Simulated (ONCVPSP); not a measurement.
## Configuration tests for P (ONCV)

ONCVPSP 4.0.1 input, shortened (lines: element, Z, core and valence counts, functional; n l f; lmax; l rc ep ncon nbas qcut; lloc lpopt rc5 dvloc0; l nproj debl; icmod fcfact rcfact), PBE, scalar-relativistic:

```
  P 15.00    3    2        4      upf
    1    0    2.00
    2    0    2.00
    2    1    6.00
    3    0    2.00
    3    1    3.00
    1
    0    1.40    0.00    5    8    5.80
    1    1.65    0.00    4    7    6.00
    4    5    1.05    0.00
    0    2    1.50
    1    2    2.70
    1    0.50    0.00
```

Energies are relative to the spin-unpolarised reference configuration 3s2 3p3; without spin polarisation the order of configurations can differ from experiment.

**Question.** Give the all-electron excitation energy and the error of the potential for: 3s2 3p2; 3s2 3p1; 3s2 3p0; 3s1 3p3.

**Answer.**

| valence configuration | charge | ΔE all-electron (eV) | error AE − PS (meV) |
| --- | --- | --- | --- |
| 3s2 3p2 | +1 | 9.730 | +0.9 |
| 3s2 3p1 | +2 | 28.877 | +11 |
| 3s2 3p0 | +3 | 58.616 | +48 |
| 3s1 3p3 | +1 | 18.850 | -0.5 |

Note: ghosts flagged at negative energy: s at -152.4 eV; no localised positive-energy state flagged. A true bound ghost makes a file unfit for plane-wave use.
